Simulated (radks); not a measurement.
Values are calculated unless marked as measured or tabulated.
Species: the cadmium ion Cd4+. Configuration: [Ar] 3d10 4s2 4p5.5 4d8 4f0.5 (fractional occupations, a model configuration). Code: a radial shooting solver on a logarithmic mesh with Libxc functionals. Model: non-relativistic Kohn-Sham, TPSS, spin-unpolarised, spherical densities, point nucleus; meta-GGA in the generalised Kohn-Sham scheme; relativity is left out, which matters for an element this heavy.

Normalised radial functions P(r) = r R(r), r in bohr:

```
   r/bohr * 3d (the largest magnitude, 1.74, reaches the edge; | marks zero)
 0.002888 *
 0.003852 *
 0.005138 *
 0.006853 *
 0.009213 *
  0.01229 *
  0.01639 *
  0.02186 |*
  0.02939 | *
   0.0392 |  *
  0.05228 |     *
  0.06973 |           *
    0.093 |                   *
    0.125 |                               *
   0.1668 |                                           *
   0.2224 |                                                     *
   0.2967 |                                                      *
   0.3989 |                                            *
    0.532 |                            *
   0.7096 |            *
   0.9464 |   *
    1.262 |*
    1.697 *
    2.263 *
    3.019 *
    4.026 *
    5.413 *
     7.22 *
     9.63 *
```

3d: eigenvalue -460.07 eV, 0 radial nodes, <r> = 0.334 bohr, 90 % of the charge inside 0.527 bohr.
